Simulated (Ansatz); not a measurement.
thionyl fluoride (F2OS), singlet, at a GFN2-xTB geometry, atoms displaced at random by about 0.08 Å a coordinate; R2SCAN/6-31G, gradient in Ansatz (a program for electronic structure).

Ansatz was given this input:
Ansatz 0.2 input:
```yaml
crystal:
  periodic: [false, false, false]
  atoms:
    - {symbol: O, position_ang: [1.34861888, -0.14051608, -0.29018884]}
    - {symbol: S, position_ang: [0.13095871, -0.01702321, 0.48546425]}
    - {symbol: F, position_ang: [-0.70236892, 1.27028697, -0.28602394]}
    - {symbol: F, position_ang: [-0.73755288, -1.19872299, -0.02640818]}
basis:
  gaussian:
    orbitals: 6-31G
hamiltonian:
  xc: r2scan
output: {forces: true}
```

What the program printed (banner, timings and long lists left out):

```
Functional definition: r2SCAN
376 factors; integrals over basis functions are off by at most 1.8e-4 eV
mean field evaluation 1: about -18295.5773 eV, gradient 6.6e1 eV
mean field evaluation 2: about -18210.4408 eV, gradient 1.8e2 eV
mean field evaluation 4: about -18304.3188 eV, gradient 1.2e1 eV
mean field evaluation 8: about -18304.6307 eV, gradient 3.6e-1 eV
mean field evaluation 16: about -18304.6311 eV, gradient 1.3e-5 eV
mean field -18304.63106701 eV, -672.6827843879 hartree, gradient 1.3e-5 eV, S^2 0.000000; 0 other end points of the search recorded, 0 dependent functions left out
the calculation of the forces begins
reference -18304.63107154 eV, -672.6827845545 hartree; 21, 21 occupied and 19, 19 virtual orbitals, 376 factors
Total energy: -18304.63107154 eV, -672.6827845545 hartree
Atom 0 at     1.348619    -0.140516    -0.290189 Å, force     6.994144    -0.578577    -4.120373 eV/Å
Atom 1 at     0.130959    -0.017023     0.485464 Å, force    -0.732451     5.356025     7.746653 eV/Å
Atom 2 at    -0.702369     1.270287    -0.286024 Å, force    -1.234170     1.244248    -0.900289 eV/Å
Atom 3 at    -0.737553    -1.198723    -0.026408 Å, force    -5.027523    -6.021696    -2.725991 eV/Å
Dipole moment:    -0.093420    -0.073883     0.496704 e Å
```
